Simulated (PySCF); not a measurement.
All values below come from PBE-D3(BJ)/def2-TZVP // B3LYP-D3(BJ)/def2-TZVP (PySCF). All species are isolated molecules in the gas phase. One relaxed conformer stands for a flexible species; it need not be the lowest. 

Reference species (SMILES): `N/C(=N\[H])C` (neutral, multiplicity 1).

- LUMO: -0.19 eV
- HOMO–LUMO gap: 5.47 eV

Changed species: `C/N=C/N`.

Task: Give the shifts of the LUMO and HOMO–LUMO gap.

Result: the LUMO rises by 0.03 eV, to -0.16 eV; the HOMO–LUMO gap drops by 0.20 eV, to 5.27 eV.
